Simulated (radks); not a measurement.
Q: These are the eigenvalues of the occupied orbitals of an atom or ion with whole-number occupations (eV). All-electron calculation, Dirac Kohn-Sham, Wu-Cohen GGA, spin-unpolarised, spherical densities, point nucleus. Program: a radial shooting solver on a logarithmic mesh with Libxc functionals.

orbital  eigenvalue
1s1/2     -17814.10
2s1/2     -2467.795
2p1/2     -2259.620
2p3/2     -2173.749
3s1/2     -404.2163
3p1/2     -326.6866
3p3/2     -313.0127
3d3/2     -176.1176
3d5/2     -173.6201
4s1/2      -54.4495
4p1/2      -33.6338
4p3/2      -31.8472
5s1/2       -4.4771
4d3/2       -3.6832
4d5/2       -3.5543

Which element is it, and in what charge state? The configuration may be excited. Open shells, if any, are shared by 2j + 1.

A: Z = 40, zirconium, charge 0: Zr in [Kr] 4d2 5s2. The list shows which subshells hold electrons but not how many an open one holds; the 1s level, -654.66 hartree, gives Z - s = 36.2 by -(Z - s)^2/2, which with screening and relativity narrows Z to a few neighbours, and the depths of the outer levels then fix element, charge and occupations together.
